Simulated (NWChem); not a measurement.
**Spin states of diselenium (Se2)**

```xyz
2

Se     0.0000     0.0000     1.0997
Se     0.0000     0.0000    -1.0997
```
Charge 0, spin multiplicity 3.

Program: NWChem. The geometry was optimised at UPBE/def2-SVP, a minimum by its harmonic frequencies.

Basis set: def2-TZVP. The gap is E(triplet) − E(singlet) at the geometry of the triplet, so a negative value puts the higher spin lower. Open shells are unrestricted, and the singlet is the closed-shell solution. Where the lowest singlet needs several determinants, the single determinant used here isn't a pure state and places it wrongly.

The Hamiltonian is non-relativistic. The correlated methods keep 18 core orbitals frozen. B3LYP has NWChem's definition, with VWN1-RPA local correlation. The unpaired electrons of the parent sit in orbitals of symmetry b2g and b3g (D2h labels of the run); other states weren't searched. No SCF solution was tested for a lower state. Open-shell Hartree-Fock references start from PBE0 orbitals.

Task: Order these methods by the vertical singlet-triplet gap they give, lowest first: MP2, HF, B2PLYP, B3LYP, PBE0.

Result: HF (-31.0 kcal/mol), PBE0 (-22.1 kcal/mol), B3LYP (-20.1 kcal/mol), B2PLYP (-19.0 kcal/mol), MP2 (-16.9 kcal/mol)
